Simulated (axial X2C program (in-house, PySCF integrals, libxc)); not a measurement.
# Excited states of BeI⁻ by EOM-EE-CCSD

Calculated with an axial X2C code built on PySCF integrals: two-component X2C with atomic mean-field Coulomb and Gaunt terms, Gaussian nuclei, basis I dyall-acv3z, Be dyall-acv3z with contracted cores.

R = 2.475 Å (near the PBE0 minimum at charge -1 of the determinant lowest at the starting distance; the state shown can have its own minimum elsewhere).

Hartree–Fock spinors of BeI⁻ (one of each Kramers pair; a window near the gap, which can cut inner shells):

```json
{"ω": "1/2", "occupied": "yes", "ε (eV)": "-18.90", "character": "75% I s, 10% Be p, 7% Be d"}
{"ω": "1/2", "occupied": "yes", "ε (eV)": "-7.22", "character": "76% I p, 14% Be s, 5% Be p"}
{"ω": "1/2", "occupied": "yes", "ε (eV)": "-5.67", "character": "83% I p, 5% Be d, 4% Be p"}
{"ω": "3/2", "occupied": "yes", "ε (eV)": "-5.07", "character": "84% I p, 6% Be d, 5% Be p"}
{"ω": "1/2", "occupied": "yes", "ε (eV)": "-1.67", "character": "52% Be s, 26% Be p, 10% I p"}
{"ω": "1/2", "occupied": "no", "ε (eV)": "2.61", "character": "99% Be p"}
{"ω": "1/2", "occupied": "no", "ε (eV)": "2.61", "character": "98% Be p"}
{"ω": "3/2", "occupied": "no", "ε (eV)": "2.61", "character": "100% Be p"}
{"ω": "1/2", "occupied": "no", "ε (eV)": "3.48", "character": "78% Be s, 12% I p, 5% Be p"}
{"ω": "1/2", "occupied": "no", "ε (eV)": "4.82", "character": "75% I p, 15% Be s, 6% I d"}
{"ω": "3/2", "occupied": "no", "ε (eV)": "5.10", "character": "62% Be p, 25% I p, 8% I d"}
```

Vertical excitation energies from the closed-shell determinant state of BeI⁻:

| Ω | excitation (eV) | cm⁻¹ | hole of the leading pair | particle of the leading pair | weight of the pair (for Ω = 0 its time-reversed partner can hold as much again) | singles weight |
| --- | --- | --- | --- | --- | --- | --- |
| 0⁻ | 1.550 | 12502 | 57% Be sσ, 24% Be pσ, 7% I pσ | 82% Be pπ, 9% I dπ | 0.48 | 0.96 |
| 0⁺ | 1.551 | 12510 | 57% Be sσ, 24% Be pσ, 7% I pσ | 82% Be pπ, 9% I dπ | 0.48 | 0.96 |
| 1 | 1.566 | 12634 | 57% Be sσ, 24% Be pσ, 7% I pσ | 82% Be pπ, 9% I dπ | 0.49 | 0.96 |
| 2 | 1.583 | 12770 | 57% Be sσ, 24% Be pσ, 7% I pσ | 81% Be pπ, 9% I dπ | 0.96 | 0.96 |
| 1 | 2.166 | 17469 | 53% Be sσ, 26% Be pσ, 9% I pσ | 73% Be pσ, 25% Be sσ | 0.93 | 0.93 |
| 0⁻ | 2.166 | 17470 | 53% Be sσ, 26% Be pσ, 9% I pσ | 73% Be pσ, 25% Be sσ | 0.47 | 0.93 |
| 1 | 2.219 | 17901 | 53% Be sσ, 26% Be pσ, 10% I pσ | 97% Be pπ | 0.47 | 0.92 |
| 0⁺ | 2.235 | 18026 | 53% Be sσ, 26% Be pσ, 10% I pσ | 93% Be pσ | 0.46 | 0.92 |
| 0⁻ | 2.346 | 18920 | 52% Be sσ, 26% Be pσ, 10% I pσ | 65% Be sσ, 22% Be pσ | 0.46 | 0.93 |
| 1 | 2.346 | 18922 | 52% Be sσ, 26% Be pσ, 10% I pσ | 66% Be sσ, 22% Be pσ | 0.92 | 0.93 |
| 2 | 2.364 | 19063 | 53% Be sσ, 26% Be pσ, 10% I pσ | 97% Be pπ | 0.92 | 0.92 |

This point took 31 s on 1 thread of Arm Neoverse N1, on a shared host.

Reference electrons by ω block (each with its −ω partner): 1/2: 19, 3/2: 8, 5/2: 2. 10 electrons of BeI⁻ correlated (inner shells frozen), 88 natural virtual spinors (a truncated set); levels can be off by some tenths of an eV. Roots sought by Ω: (0: 5, 1: 4, 2: 3, 3: 1); the list ends where they run out and leaves out roots under 60 % singles weight. The solver can skip a root, and states that need a further excitation, which the method places far too high, are missing though they may lie low or lowest. T1 of the reference 0.016 (Lee–Taylor). The highest Hartree–Fock level of the anion lies at -1.67 eV; relaxation, partly offset by correlation, puts the detachment threshold some tenths of an eV to over one eV lower in magnitude, and states above it are held by the basis set and are not bound. Number of frozen shells: I 4 s, 3 p, 2 d; Be 1 s.
